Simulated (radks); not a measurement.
Problem. Isoelectronic series with 14 electrons, each ion in its NIST ground configuration. Calculated with a radial shooting solver on a logarithmic mesh with Libxc functionals: scalar-relativistic Kohn-Sham, PBE, spin-polarised, spherical densities, point nucleus; open shells are filled with parallel spins first (spin-orbit coupling, left out, can overturn this in heavy ions). Total energies (hartree) and orbital eigenvalues (eV) (* marks an orbital that is empty in some or all of the ions):

ion,configuration,E (hartree),3p down*,3p up,3s down
Si,[Ne] 3s2 3p2,-289.86612,-2.9914,-4.6208,-9.6938
Cl3+,[Ne] 3s2 3p2,-458.63677,-43.2368,-46.3495,-56.9444
Ca6+,[Ne] 3s2 3p2,-668.26286,-113.2030,-117.6262,-134.0056
V9+,[Ne] 3s2 3p2,-918.91784,-211.3824,-217.0679,-239.5145
Fe12+,[Ne] 3s2 3p2,-1210.90482,-337.4389,-344.3676,-373.2735
Cu15+,[Ne] 3s2 3p2,-1544.60593,-491.3141,-499.4778,-535.3741
Ge18+,[Ne] 3s2 3p2,-1920.47223,-673.0610,-682.4570,-726.0399
Br21+,[Ne] 3s2 3p2,-2339.02242,-882.7939,-893.4223,-945.5811
Sr24+,[Ne] 3s2 3p2,-2800.84467,-1120.669,-1132.532,-1194.379
Nb27+,[Ne] 3s2 3p2,-3306.60000,-1386.874,-1399.976,-1472.881
Ru30+,[Ne] 3s2 3p2,-3857.02692,-1681.630,-1695.974,-1781.601
Ag33+,[Ne] 3s2 3p2,-4452.94702,-2005.180,-2020.774,-2121.122
I39+,[Ne] 3s2 3p2,-5785.00987,-2739.781,-2757.894,-2895.272

Estimate the row of Sn36+ ([Ne] 3s2 3p2).

Solution. E (hartree) -5095.27165; 3p down* -2357.798; 3p up -2374.648; 3s down -2492.100.
